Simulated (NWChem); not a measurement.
Species: AlSiH5O; SMILES [SiH3][O][AlH2]

```xyz
8

Al    -0.0035    -1.7642    -0.0013
H     -1.4101    -2.4910    -0.0044
H      1.3850    -2.5242    -0.0060
O      0.0176    -0.0644     0.0072
Si    -0.0031     1.5828    -0.0015
H      0.3774     2.1080     1.3450
H     -1.3673     2.0902    -0.3428
H      0.9644     2.1079    -1.0125
```
Atoms are numbered in this order, from 1.

Geometry: optimised at PBE0/def2-SVP.

Task: List the 4 lowest vertical singlet excitations from PBE0/def2-SVPD, TDA (NWChem).

Result: 
```csv
state,energy (eV),oscillator strength,leading excitation (squared amplitude)
S1,5.56,0.000,HOMO → LUMO (0.97)
S2,6.68,0.000,HOMO−2 → LUMO (0.94)
S3,6.72,0.086,HOMO−1 → LUMO (0.96)
S4,6.77,0.003,HOMO → LUMO+1 (0.90)
```
